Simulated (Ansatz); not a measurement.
One change: `CO[SiH2]CF` becomes `BC[SiH2]CF`.

Ansatz, PBE0-D4/def2-TZVP geometries, multiplicity 1. Each molecule was computed in one conformer, which needn't be the lowest.

```json
{"property": "HOMO–LUMO gap (B3LYP/def2-TZVPP) / eV", "`CO[SiH2]CF`": "7.98"}
{"property": "HOMO energy (ωB97M-V/def2-TZVPP) / eV", "`CO[SiH2]CF`": "-10.31"}
{"property": "LUMO energy (ωB97M-V/def2-TZVPP) / eV", "`CO[SiH2]CF`": "2.16"}
{"property": "HOMO energy (PBE/def2-TZVPP) / eV", "`CO[SiH2]CF`": "-6.47"}
{"property": "LUMO energy (PBE/def2-TZVPP) / eV", "`CO[SiH2]CF`": "-0.48"}
{"property": "size of the dipole moment (PBE/def2-TZVPP) / D", "`CO[SiH2]CF`": "0.33"}
```

(1) Give the same properties after the change, and the shifts. (Best estimate.)

## Answers

(1) The calculation gave: 
| property | `BC[SiH2]CF` | shift |
| --- | --- | --- |
| HOMO–LUMO gap (B3LYP/def2-TZVPP) / eV | 6.77 | -1.21 |
| HOMO energy (ωB97M-V/def2-TZVPP) / eV | -10.85 | -0.54 |
| LUMO energy (ωB97M-V/def2-TZVPP) / eV | 0.50 | -1.66 |
| HOMO energy (PBE/def2-TZVPP) / eV | -7.16 | -0.69 |
| LUMO energy (PBE/def2-TZVPP) / eV | -2.34 | -1.86 |
| size of the dipole moment (PBE/def2-TZVPP) / D | 1.48 | 1.15 |

With PBE0 the HOMO falls by 0.60 eV and the LUMO falls by 1.83 eV, so the gap narrows by about 1.23 eV. PBE moves the HOMO by -0.69 eV and ωB97M-V by -0.54 eV. Dipoles are sizes alone; their direction can turn.

B3LYP here is the variant with VWN-RPA as its local correlation; programs differ in this.
